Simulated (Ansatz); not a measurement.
The cluster Al₆Cu₄. Charge 0, multiplicity 1. Geometry PBE-D4/def2-SVP.

```xyz
10

Cu   -0.8355    1.9064   -1.3801
Cu    1.4042    0.8669   -1.3459
Cu   -1.5708   -0.4441    1.1721
Cu    0.5310   -0.3946    2.3740
Al    0.1579    1.3652    0.7551
Al    0.0576   -2.1361    0.6890
Al   -2.8995    1.0910   -0.2509
Al    2.2962   -0.1595    0.6903
Al   -0.7612   -0.5241   -1.2603
Al    1.6200   -1.5711   -1.4433
```

The restricted singlet is unstable towards broken spin symmetry in Hartree–Fock (as tested in another run); at HF/STO-3G, HF/def2-TZVP, PBE-D4/def2-TZVP, PBE0-D4/def2-SVP and others this wasn't settled. Another isomer (singlet) lies 0.17 eV lower at PBE0-D4/def2-TZVP; other spin states weren't run for this one.

**Question.** Estimate the orbital energies around the gap (eV) in Ansatz with HF/STO-3G, HF/def2-TZVP, PBE-D4/def2-TZVP, PBE0-D4/def2-SVP, PBE0-D4/def2-TZVP.

**Answer.** 
```json
{"orbital": "HOMO−13", "HF/STO-3G": "-8.70", "HF/def2-TZVP": "-14.24", "PBE-D4/def2-TZVP": "-7.06", "PBE0-D4/def2-SVP": "-8.76", "PBE0-D4/def2-TZVP": "-8.84"}
{"orbital": "HOMO−12", "HF/STO-3G": "-8.64", "HF/def2-TZVP": "-14.23", "PBE-D4/def2-TZVP": "-6.98", "PBE0-D4/def2-SVP": "-8.66", "PBE0-D4/def2-TZVP": "-8.74"}
{"orbital": "HOMO−11", "HF/STO-3G": "-8.38", "HF/def2-TZVP": "-14.16", "PBE-D4/def2-TZVP": "-6.94", "PBE0-D4/def2-SVP": "-8.64", "PBE0-D4/def2-TZVP": "-8.73"}
{"orbital": "HOMO−10", "HF/STO-3G": "-8.23", "HF/def2-TZVP": "-13.96", "PBE-D4/def2-TZVP": "-6.87", "PBE0-D4/def2-SVP": "-8.59", "PBE0-D4/def2-TZVP": "-8.68"}
{"orbital": "HOMO−9", "HF/STO-3G": "-8.19", "HF/def2-TZVP": "-13.22", "PBE-D4/def2-TZVP": "-6.83", "PBE0-D4/def2-SVP": "-8.54", "PBE0-D4/def2-TZVP": "-8.63"}
{"orbital": "HOMO−8", "HF/STO-3G": "-7.80", "HF/def2-TZVP": "-12.26", "PBE-D4/def2-TZVP": "-6.81", "PBE0-D4/def2-SVP": "-8.48", "PBE0-D4/def2-TZVP": "-8.55"}
{"orbital": "HOMO−7", "HF/STO-3G": "-7.36", "HF/def2-TZVP": "-11.88", "PBE-D4/def2-TZVP": "-6.65", "PBE0-D4/def2-SVP": "-8.28", "PBE0-D4/def2-TZVP": "-8.34"}
{"orbital": "HOMO−6", "HF/STO-3G": "-6.92", "HF/def2-TZVP": "-9.86", "PBE-D4/def2-TZVP": "-6.46", "PBE0-D4/def2-SVP": "-7.64", "PBE0-D4/def2-TZVP": "-7.67"}
{"orbital": "HOMO−5", "HF/STO-3G": "-4.89", "HF/def2-TZVP": "-7.72", "PBE-D4/def2-TZVP": "-5.92", "PBE0-D4/def2-SVP": "-6.50", "PBE0-D4/def2-TZVP": "-6.53"}
{"orbital": "HOMO−4", "HF/STO-3G": "-4.51", "HF/def2-TZVP": "-7.28", "PBE-D4/def2-TZVP": "-5.69", "PBE0-D4/def2-SVP": "-6.45", "PBE0-D4/def2-TZVP": "-6.46"}
{"orbital": "HOMO−3", "HF/STO-3G": "-3.88", "HF/def2-TZVP": "-6.75", "PBE-D4/def2-TZVP": "-5.28", "PBE0-D4/def2-SVP": "-5.84", "PBE0-D4/def2-TZVP": "-5.86"}
{"orbital": "HOMO−2", "HF/STO-3G": "-3.15", "HF/def2-TZVP": "-6.54", "PBE-D4/def2-TZVP": "-5.14", "PBE0-D4/def2-SVP": "-5.70", "PBE0-D4/def2-TZVP": "-5.71"}
{"orbital": "HOMO−1", "HF/STO-3G": "-2.96", "HF/def2-TZVP": "-6.20", "PBE-D4/def2-TZVP": "-4.69", "PBE0-D4/def2-SVP": "-5.28", "PBE0-D4/def2-TZVP": "-5.28"}
{"orbital": "HOMO", "HF/STO-3G": "-2.19", "HF/def2-TZVP": "-6.08", "PBE-D4/def2-TZVP": "-4.50", "PBE0-D4/def2-SVP": "-5.10", "PBE0-D4/def2-TZVP": "-5.10"}
{"orbital": "LUMO", "HF/STO-3G": "2.08", "HF/def2-TZVP": "-0.72", "PBE-D4/def2-TZVP": "-3.69", "PBE0-D4/def2-SVP": "-3.15", "PBE0-D4/def2-TZVP": "-3.14"}
{"orbital": "LUMO+1", "HF/STO-3G": "2.99", "HF/def2-TZVP": "-0.52", "PBE-D4/def2-TZVP": "-3.59", "PBE0-D4/def2-SVP": "-3.06", "PBE0-D4/def2-TZVP": "-3.05"}
{"orbital": "LUMO+2", "HF/STO-3G": "3.67", "HF/def2-TZVP": "-0.03", "PBE-D4/def2-TZVP": "-3.04", "PBE0-D4/def2-SVP": "-2.46", "PBE0-D4/def2-TZVP": "-2.45"}
{"orbital": "LUMO+3", "HF/STO-3G": "3.79", "HF/def2-TZVP": "0.24", "PBE-D4/def2-TZVP": "-2.93", "PBE0-D4/def2-SVP": "-2.27", "PBE0-D4/def2-TZVP": "-2.29"}
{"orbital": "LUMO+4", "HF/STO-3G": "4.95", "HF/def2-TZVP": "0.70", "PBE-D4/def2-TZVP": "-2.54", "PBE0-D4/def2-SVP": "-1.84", "PBE0-D4/def2-TZVP": "-1.89"}
{"orbital": "LUMO+5", "HF/STO-3G": "6.02", "HF/def2-TZVP": "1.00", "PBE-D4/def2-TZVP": "-2.21", "PBE0-D4/def2-SVP": "-1.48", "PBE0-D4/def2-TZVP": "-1.53"}
```
